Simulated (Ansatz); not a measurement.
Coupled-cluster diagnostics for Si2Te, Ansatz.

Geometry of the singlet (r2SCAN-D4/def2-TZVP):

```xyz
3

Si    0.142    1.226    0.668
Si   -0.014    0.016   -1.403
Te   -0.129   -1.242    0.735
```

In the def2 sets Te takes a core potential; there is no spin–orbit coupling. Correlated methods freeze 14 core orbitals; core or outer-core shells of Te are correlated, in sets that lack core-valence functions. The structure comes from a short search, and lower isomers may exist.

Geometry of the charge 0 triplet (r2SCAN-D4/def2-TZVP):

Cartesian coordinates in Å:
```
Si -0.3251 -0.3254 1.2885
Si -0.4653 1.2383 -0.3491
Te 0.7904 -0.9129 -0.9394
```

Geometry of the charge 0 quintet (r2SCAN-D4/def2-TZVP):

```xyz
3

Si    0.442   -1.207    0.536
Si   -0.872    0.696    0.833
Te    0.431    0.511   -1.369
```

**Question.** Estimate the CCSD(T) correlation energy, the shares of MP2 and (T), T1 and the reference's ⟨S²⟩ for: charge 0, singlet, own geometry in def2-TZVPP; charge 0, singlet, own geometry in def2-TZVPD; charge 0, triplet, own geometry in def2-TZVPP; charge 0, quintet, own geometry in def2-TZVPP; charge 1, doublet, vertical in def2-TZVPP; charge -1, doublet, vertical in def2-TZVPD; and the rough time on 2 threads of AMD EPYC 7R13 on a shared host.

**Answer.** 
```tsv
state	basis	correlation (eV)	MP2 share (%)	(T) share (%)	T1	⟨S²⟩ (pure)	wall time	remarks
charge 0, singlet, own geometry	def2-TZVPP	-18.417	97.1	4.4	0.019	0.00 (0.00)	7 s	restricted SCF unstable
charge 0, singlet, own geometry	def2-TZVPD	-18.417	97.1	4.4	0.019	0.00 (0.00)	8 s	restricted SCF unstable
charge 0, triplet, own geometry	def2-TZVPP	-18.115	96.6	4.5	0.024	2.07 (2.00)	6.5 s	–
charge 0, quintet, own geometry	def2-TZVPP	-17.274	96.7	4.2	0.026	6.05 (6.00)	12 s	–
charge 1, doublet, vertical	def2-TZVPP	-17.524	96.4	4.4	0.029	0.91 (0.75)	9 s	spin-contaminated
charge -1, doublet, vertical	def2-TZVPD	-18.929	97.2	4.6	0.027	0.77 (0.75)	13 s	–
```
Customary marks for T1 are 0.02 (closed shells), 0.045 (open shells) and about 0.05 (3d metals). T1 exceeds 0.02 in 4 of 6 rows and 0.045 in 0; the higher it lies, the less the single-reference result can be trusted.
